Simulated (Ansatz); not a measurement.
Basis-set extrapolation for `C[SiH]([SiH3])CF` (PBE0-D4/def2-TZVP geometry, frozen core, Ansatz). Multiplicity 1, RHF reference.

```csv
,def2-TZVPP,def2-QZVPP
HF,-758.370708,-758.396696
MP2 correlation,-0.852671,-0.917915
CCSD(T) correlation,-0.949724,not run
```

Energies in hartree. Use E(X) = E(∞) + A·exp(−7.88·√X) for Hartree–Fock and E(X) = E(∞) + B·X^(−2.97) for correlation, with X = 3 and 4, and add CCSD(T) minus MP2 of the smaller set to the MP2 limit.

Problem. What is the CCSD(T) energy at the basis-set limit?

Solution. HF limit: -758.396696 + (-0.025988) × 0.13774 = -758.40028. MP2 limit: -0.917915 + (-0.065244) × 0.74074 = -0.96624. Higher-order term: -0.949724 − (-0.852671) = -0.09705. Total: -759.46357 hartree, 89.8 kcal/mol below CCSD(T)/def2-TZVPP.
